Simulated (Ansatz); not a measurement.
A nudged elastic band was laid between two geometries of FH + H2O + H4O2Si (12 atoms, charge 0, multiplicity 1).

The calculation used Ansatz 0.2.0, RKS B3LYP/def2-SVP.

```yaml
movable_images: 7
climbing_image: yes
spring: 5.0 eV/Å²
optimiser: quadratic models (default)
start_path: through a guess of the saddle point
force_threshold: 0.05 eV/Å
iteration_limit: 60
end_points: relaxed
```

Image 0:

```xyz
12
Properties=species:S:1:pos:R:3
Si -1.457 0.041 -0.501
O -0.874 -0.835 0.841
H -0.952 -0.767 -1.640
H -2.938 0.071 -0.428
O -0.931 1.594 -0.489
H 1.856 0.551 -0.094
F 1.713 1.329 -0.666
H 0.868 -0.876 0.912
O 1.830 -0.725 0.741
H -1.271 -0.593 1.689
H 0.041 1.702 -0.592
H 2.117 -1.493 0.227
```

Image 8:

```xyz
12
Properties=species:S:1:pos:R:3
Si -0.980 0.752 -0.638
O -0.565 -1.411 0.854
H -0.925 -0.407 -1.554
H -1.962 0.794 0.457
O -1.359 2.113 -1.518
H 1.835 -0.086 0.738
F 0.556 1.016 -0.073
H 0.411 -1.465 0.965
O 2.135 -0.956 1.056
H -0.888 -1.277 1.756
H -0.902 2.240 -2.358
H 2.644 -1.313 0.314
```

(1) What changes between the two ends?

(2) What energy profile does the band end with?

(3) What is the geometry of the highest image?

(4) What are the harmonic wavenumbers there?

Results:

(1) Bonds broken: Si1–O2, H6–F7, H8–O9. Bonds formed: Si1–F7, O2–H8, H6–O9. FH + H2O + H4O2Si becomes FH3OSi + H2O + H2O.

(2) The forces met the threshold. The highest image is number 4 of 0 to 8, 66.9 kJ/mol above the first end and 58.1 kJ/mol above the last; the last end lies 8.8 kJ/mol above the first. A vibrational analysis at the climbing image gives one clearly imaginary mode, 589i cm⁻¹: a first-order saddle point. The orbitals stay closed-shell, which can raise the energy where a bond breaks towards radicals; this wasn't checked here.

```csv
image,path coordinate (Å),energy (kJ/mol),Si1–O2 (Å),H6–F7 (Å),H8–O9 (Å)
0,0.00,0.0,1.71,0.98,0.99
1,0.59,1.4,1.71,0.98,0.99
2,1.18,9.2,1.71,0.98,0.99
3,1.77,29.3,1.72,1.01,1.00
4,2.35,66.9,1.80,1.32,1.15
5,3.18,47.5,1.98,1.73,1.58
6,4.01,36.5,2.21,1.79,1.68
7,4.83,15.8,2.49,1.86,1.76
8,5.66,8.8,2.66,1.87,1.80
```

(3) 
```xyz
12
Properties=species:S:1:pos:R:3
Si -1.058 0.256 -0.590
O -0.443 -0.686 0.812
H -1.012 -0.482 -1.881
H -2.478 0.007 -0.137
O -1.124 1.923 -0.498
H 1.662 -0.033 0.022
F 0.850 0.499 -0.869
H 0.805 -0.786 1.052
O 1.928 -0.638 0.877
H -1.136 -0.915 1.444
H -0.280 2.320 -0.749
H 2.285 -1.465 0.517
```

(4) 589i, 53, 190, 299, 365, 371, 401, 487, 530, 543, 589, 635, 676, 734, 787, 881, 942, 1029, 1096, 1128, 1347, 1470, 1610, 1794, 2099, 2219, 2330, 3812, 3842, 3860 cm⁻¹.

Time of the run: 4.5 min on 2 threads of Arm Neoverse V1, with other jobs on the host, peak memory 0.24 GiB.
